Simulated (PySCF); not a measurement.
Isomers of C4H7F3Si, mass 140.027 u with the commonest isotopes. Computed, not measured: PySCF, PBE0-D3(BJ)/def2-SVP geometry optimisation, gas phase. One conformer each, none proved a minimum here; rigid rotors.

Question: Order these by rotational constant B, largest first.
A. `C[C@@H]1C[Si@@H]1C(F)(F)F`
B. `[F:1][CH:2]([F:3])[C@@H:4]1[CH2:5][C@@H:6]([F:7])[SiH2:8]1` with F1–C2–C4–C5 -58°, C2–C4–C5–C6 -93°, C4–C5–C6–F7 -146°, C5–C6–Si8–C4 19°, C2–C4–Si8–C6 96°
C. `[CH2:1]=[CH:2][CH2:3][SiH2:4][C:5]([F:6])([F:7])[F:8]` with C1–C2–C3–Si4 -102°, C2–C3–Si4–C5 -176°

Answer: A (1202 MHz), B (1117 MHz), C (757.8 MHz).

Question: Order these by radius of gyration √(Σ m r²/M), smallest first.
A. `[F:1][CH:2]([F:3])[C@@H:4]1[CH2:5][C@@H:6]([F:7])[SiH2:8]1` with F1–C2–C4–C5 -58°, C2–C4–C5–C6 -93°, C4–C5–C6–F7 -146°, C5–C6–Si8–C4 19°, C2–C4–Si8–C6 96°
B. `C[C@@H]1C[Si@@H]1C(F)(F)F`
C. `[CH2:1]=[CH:2][CH2:3][SiH2:4][C:5]([F:6])([F:7])[F:8]` with C1–C2–C3–Si4 -102°, C2–C3–Si4–C5 -176°

Answer: B (1.960 Å), A (2.007 Å), C (2.294 Å).

Question: Order these by rotational constant A, largest first.
A. `[CH2:1]=[CH:2][CH2:3][SiH2:4][C:5]([F:6])([F:7])[F:8]` with C1–C2–C3–Si4 -102°, C2–C3–Si4–C5 -176°
B. `C[C@@H]1C[Si@@H]1C(F)(F)F`
C. `[F:1][CH:2]([F:3])[C@@H:4]1[CH2:5][C@@H:6]([F:7])[SiH2:8]1` with F1–C2–C4–C5 -58°, C2–C4–C5–C6 -93°, C4–C5–C6–F7 -146°, C5–C6–Si8–C4 19°, C2–C4–Si8–C6 96°

Answer: A (3895 MHz), C (2885 MHz), B (2741 MHz).

```tsv
SMILES	point group	Ia (u·Å²)	Ib (u·Å²)	Ic (u·Å²)	κ	μa (D)	μb (D)	μc (D)
FC(F)[C@@H]1C[C@@H](F)[SiH2]1	C1	175.18	452.47	500.63	-0.89	0.72	1.66	1.24
C[C@@H]1C[Si@@H]1C(F)(F)F	C1	184.37	420.57	470.96	-0.85	1.95	0.76	0.44
C=CC[SiH2]C(F)(F)F	C1	129.75	666.90	676.95	-0.99	2.06	0.32	0.25
```
